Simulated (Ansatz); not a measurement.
Method: frozen-core CCSD(T)/cc-pVTZ // B3LYP-D3(BJ)/def2-TZVP (Ansatz, a first-principles code). The geometry is that of the parent before the electron was removed.

Ansatz 0.2 input:
```yaml
crystal:
  periodic: [false, false, false]
  atoms:
    - { symbol: N, position_ang: [2.519401, -1.24353, 0.090723] }
    - { symbol: C, position_ang: [1.617158, -0.526306, 0.059541] }
    - { symbol: Si, position_ang: [0.125111, 0.597248, 0.007668] }
    - { symbol: N, position_ang: [-1.361447, -0.236294, -0.053386] }
    - { symbol: H, position_ang: [0.200114, 1.394101, 1.244197] }
    - { symbol: H, position_ang: [0.294371, 1.405891, -1.211778] }
    - { symbol: H, position_ang: [-1.665442, -0.691563, -0.899963] }
    - { symbol: H, position_ang: [-1.729265, -0.699549, 0.762999] }
basis:
  gaussian: { orbitals: cc-pVTZ }
correlation:
  method: ccsd_t
total_charge: 1
magnetization:
  spin_polarized: true
  initial_magnetization: 1
```

Output:

```
Functional definition: HF
1046 factors; integrals over basis functions are off by at most 1.3e-3 eV
mean field evaluation 1: about -11901.7868 eV, gradient 4.1e1 eV
mean field evaluation 2: about -11901.7991 eV, gradient 4.1e1 eV
mean field evaluation 4: about -11909.9683 eV, gradient 5.0e0 eV
mean field evaluation 8: about -11910.7828 eV, gradient 2.4e0 eV
mean field evaluation 16: about -11911.2704 eV, gradient 2.3e-3 eV
mean field evaluation 32: about -11911.2701 eV, gradient 8.8e-2 eV
mean field evaluation 64: about -11909.1319 eV, gradient 4.8e0 eV
mean field evaluation 96: about -11912.6021 eV, gradient 1.8e0 eV
mean field evaluation 128: about -11911.2611 eV, gradient 9.1e-2 eV
mean field evaluation 160: about -11912.6644 eV, gradient 2.0e-1 eV
mean field evaluation 192: about -11908.8172 eV, gradient 6.9e0 eV
mean field evaluation 224: about -11911.2515 eV, gradient 2.6e-1 eV
mean field evaluation 256: about -11911.2637 eV, gradient 1.3e-1 eV
mean field evaluation 288: about -11911.2704 eV, gradient 2.9e-1 eV
mean field evaluation 320: about -11909.6287 eV, gradient 9.6e-1 eV
mean field evaluation 352: about -11910.8650 eV, gradient 1.8e0 eV
mean field evaluation 384: about -11912.6764 eV, gradient 1.3e-3 eV
mean field evaluation 416: about -11912.6764 eV, gradient 8.5e-4 eV
mean field evaluation 448: about -11911.2639 eV, gradient 1.1e-1 eV
mean field evaluation 480: about -11911.2612 eV, gradient 8.5e-2 eV
mean field evaluation 512: about -11904.2475 eV, gradient 2.3e1 eV
mean field evaluation 544: about -11905.5126 eV, gradient 5.1e0 eV
mean field evaluation 576: about -11907.7121 eV, gradient 1.5e0 eV
mean field evaluation 608: about -11907.2663 eV, gradient 6.0e0 eV
mean field evaluation 640: about -11906.4340 eV, gradient 1.7e0 eV
mean field evaluation 672: about -11903.5763 eV, gradient 2.2e1 eV
mean field evaluation 704: about -11905.0690 eV, gradient 7.8e-1 eV
mean field -11912.67643524 eV, -437.7827842929 hartree, gradient 1.8e-6 eV, S^2 0.760254; 10 other end points of the search recorded, 0 dependent functions left out
determinant -11912.67643524 eV, -437.7827842929 hartree, with singles and doubles -11930.57081386 eV, -438.4403905781 hartree
determinant -11911.27039053 eV, -437.7311131030 hartree, with singles and doubles -11929.00296136 eV, -438.3827730614 hartree
determinant -11906.61825759 eV, -437.5601503707 hartree, with singles and doubles -11923.23664230 eV, -438.1708647446 hartree
8 core orbitals not correlated
reference -11912.67643524 eV, -437.7827842929 hartree; 11, 10 occupied and 161, 162 virtual orbitals, 1046 factors
second order -16.80575936 eV of doubles, -0.00000000 eV of singles
cycle   1  -17.64900984 eV  change    -1.4e0 eV  update   2.5e-2
cycle   2  -17.69623318 eV  change   -4.7e-2 eV  update   7.5e-3
cycle   3  -17.69010402 eV  change    6.1e-3 eV  update   4.9e-3
cycle   4  -17.69626756 eV  change   -6.2e-3 eV  update   3.4e-3
cycle   5  -17.69954928 eV  change   -3.3e-3 eV  update   2.4e-3
cycle   6  -17.69941707 eV  change    1.3e-4 eV  update   8.8e-4
cycle   7  -17.70061090 eV  change   -1.2e-3 eV  update   5.8e-4
cycle   8  -17.70085385 eV  change   -2.4e-4 eV  update   2.4e-4
cycle   9  -17.70079960 eV  change    5.4e-5 eV  update   1.7e-4
cycle  10  -17.70074999 eV  change    5.0e-5 eV  update   8.0e-5
cycle  11  -17.70075965 eV  change   -9.7e-6 eV  update   5.7e-5
cycle  12  -17.70072403 eV  change    3.6e-5 eV  update   2.7e-5
cycle  13  -17.70073712 eV  change   -1.3e-5 eV  update   2.1e-5
perturbative correction -0.80236008 eV, -0.0294861892 hartree
Total energy: -11931.17953244 eV, -438.4627605733 hartree
```

Cost: roughly 5 core-minutes.
